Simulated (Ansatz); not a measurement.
This geometry of CH$_{8}$AlBSi (12 atoms, charge 0, multiplicity 1) is a first-order saddle point.

The calculation used RKS r2SCAN-D4/6-31G* in Ansatz 0.2.0.

```xyz
12
Properties=species:S:1:pos:R:3
B -1.643 0.000 0.304
C -0.213 0.532 0.339
Al 0.836 -0.793 1.355
Si 0.590 0.456 -1.365
H -1.912 -0.981 -0.342
H -2.519 0.522 0.940
H -0.068 1.508 0.822
H 0.578 -2.349 1.180
H 1.950 -0.227 2.339
H 0.668 -0.961 -1.823
H -0.170 1.234 -2.382
H 1.981 1.003 -1.335
```

(1) Which two structures does it join? (They come from a converged band through this point; their orientation in space is the band's.)

(2) How far does it lie above each of them?

## Answers

(1) No bond is made or broken. The dihedral C2–Al3–Si4–H11 goes from -98 to 99°. The two ends are copies of one structure, up to a mirror image or an exchange of like atoms.

First end point:

```xyz
12
Properties=species:S:1:pos:R:3
B -1.715 0.370 0.381
C -0.228 0.670 0.425
Al 0.608 -1.120 0.874
Si 0.764 0.552 -1.142
H -2.178 -0.314 -0.495
H -2.449 0.769 1.247
H 0.129 1.416 1.144
H -0.154 -2.463 0.517
H 1.936 -1.035 1.741
H 1.462 -0.829 -0.999
H 0.006 0.426 -2.409
H 1.897 1.504 -1.250
```

Last end point:

```xyz
12
Properties=species:S:1:pos:R:3
B -1.716 -0.152 0.515
C -0.443 0.637 0.271
Al 1.012 -0.549 1.032
Si 0.459 0.426 -1.340
H -1.929 -1.175 -0.084
H -2.511 0.204 1.344
H -0.359 1.633 0.721
H 0.790 -2.116 1.124
H 2.244 0.229 1.662
H -0.247 -0.313 -2.412
H 1.149 1.640 -1.844
H 1.628 -0.520 -0.956
```

(2) 0.106 eV above the first and 0.106 eV above the second. This is the barrier of this one path; another mechanism may lie lower.

Time of the run: 2.4 min on 2 threads of Intel(R) Xeon(R) Platinum 8488C (Sapphire Rapids) (shared host), peak memory 0.17 GiB.
